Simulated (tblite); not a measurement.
Compound: C6H8NO (doublet state).
Z-matrix (Å and degrees, GFN2-xTB geometry), rows numbered from 1:
```
O 
C   1  1.2043
N   2  1.3150  1  133.22
C   3  1.4503  2  125.36  1    -0.60
C   4  1.5154  3  118.97  2  -140.18
C   4  1.4760  3  119.22  2   150.64
C   6  1.4802  4  136.97  5  -129.60
C   6  1.4796  4  138.18  5   131.95
H   3  1.0097  2  119.29  1   179.30
H   4  1.0823  3  110.76  2     3.96
H   5  1.0814  4  117.83  6   107.87
H   5  1.0803  4  118.30  6  -108.89
H   7  1.0808  6  118.55  8   107.39
H   7  1.0806  6  118.58  8  -107.52
H   8  1.0803  6  118.36  7   107.72
H   8  1.0800  6  118.46  7  -107.69
```

Computed values, GFN2-xTB/tblite, gas phase, harmonic and unscaled. Errors from tens to a few hundred cm⁻¹ against measured bands are possible. One conformer, not necessarily the lowest. Open shells enter through the occupations alone, without spin polarisation, and single modes of such species can be off by tens of per cent.

Harmonic wavenumbers (cm⁻¹): 34.2, 122.7, 164.4, 219.2, 294.2, 320.9, 395.9, 457.5, 551.2, 652.0, 684.6, 800.0, 839.1, 866.1, 925.2, 960.3, 1007.3, 1019.6, 1062.2, 1071.4, 1073.2, 1089.2, 1116.2, 1136.8, 1148.3, 1168.5, 1195.0, 1255.4, 1366.3, 1426.1, 1431.1, 1451.7, 1618.9, 1858.0, 3061.3, 3070.8, 3074.1, 3077.5, 3081.2, 3084.3, 3096.3, 3427.1.

A = 4974, B = 1130, C = 1080 MHz; mass 110.061 u (most abundant isotopes); point group C1, symmetry number 1; spin multiplicity 2.

Zero-point energy?

Half the sum of the wavenumbers: 27878 cm⁻¹ = 333.49 kJ/mol.

Give the ideal-gas entropy at 350 K and 1 bar in the rigid-rotor, harmonic-oscillator model (classical rotation).

Translation 170.82, rotation 120.67, vibration 102.53, spin (R ln 2) 5.76: S = 399.8 J/(mol K).

And Cp and H(350 K) − H(0)?

Cp = 149.60 J/(mol K), of which vibrations give 116.34 (their classical limit is 42 R = 349.2); H(350 K) − H(0) = 30.75 kJ/mol without the zero-point energy, 19.11 from vibrations.

What must be added to the electronic energy to get the Gibbs energy at 350 K and 1 bar?

ZPE + [H(350 K) − H(0)] − T·S = 333.49 + 30.75 − 139.92 = 224.32 kJ/mol.

Blend soft modes into free rotors: weight 1/[1 + (100 cm⁻¹/ν̃)⁴] for the oscillator and the rest for a rotor with moment μB/(μ + B), μ = h/(8π²ν), B = 10⁻⁴⁴ kg m². What vibrational entropy results?

94.25 J/(mol K) in place of 102.53, which changes −T·S at 350 K by +2.90 kJ/mol.

Which modes carry the vibrational entropy at 350 K?

34.2 cm⁻¹: 24.63; 122.7 cm⁻¹: 14.09; 164.4 cm⁻¹: 11.73; 219.2 cm⁻¹: 9.46; 294.2 cm⁻¹: 7.22; 320.9 cm⁻¹: 6.59 J/(mol K); the other 36 give 28.80 together.

How do the functions run with temperature in this model?

| T (K) | S (J/(mol K)) | Cp (J/(mol K)) | H − H(0) (kJ/mol) | G − H(0) (kJ/mol) | ln q(vib) |
| --- | --- | --- | --- | --- | --- |
| 100 | 280.3 | 62.8 | 4.71 | -23.32 | 1.30 |
| 200 | 333.3 | 94.1 | 12.54 | -54.12 | 3.03 |
| 300 | 378.2 | 130.7 | 23.74 | -89.72 | 4.84 |
| 500 | 461.8 | 199.0 | 57.06 | -173.85 | 8.64 |
| 800 | 570.6 | 262.3 | 127.22 | -329.24 | 14.44 |
| 1000 | 632.1 | 288.9 | 182.48 | -449.64 | 18.13 |

q(vib) and H(0) count from the zero-point level.

Hindered rotation and anharmonicity are outside this model. Other conformers, if any are populated, would add a mixing term that is left out. The structure is chiral; the term R ln 2 for an equal mix with its mirror image is left out.
